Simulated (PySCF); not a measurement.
C3H5BFN, SMILES NB1C=C[C@@H]1F.

Coordinates come from a B3LYP-D3(BJ)/def2-SVP optimisation. The structure was generated by enumeration; whether it is a known compound was not checked. Other conformers were not sampled.

Two levels are set side by side: TDA-PBE/def2-SVPD (PySCF) and TDA-CAM-B3LYP/def2-SVPD (PySCF). Vertical, same geometry. The lowest singlet is HOMO→LUMO 77 %, HOMO−1→LUMO 21 % with PBE and HOMO−1→LUMO 60 %, HOMO→LUMO 35 % with the other functional; states are paired by order. Differences are taken from unrounded values.

| quantity | TDA-CAM-B3LYP | TDA-PBE | TDA-PBE minus TDA-CAM-B3LYP |
|---|---|---|---|
| lowest singlet excitation (eV) | 6.05 | 4.96 | -1.08 |
| lowest triplet excitation (TDA) (eV) | 4.21 | 4.16 | -0.05 |
| first bright state (f over 0.05) (eV) | 7.00 | 5.96 | -1.03 |
| its oscillator strength | 0.19 | 0.06 | -0.13 |

A lower first singlet is the usual sign of a functional without exact exchange. Differences between two approximate levels are no errors against the true value.

Rough cost on one machine, each run with all the roots and properties that it gave: TDA-CAM-B3LYP against TDA-PBE about 4 times.
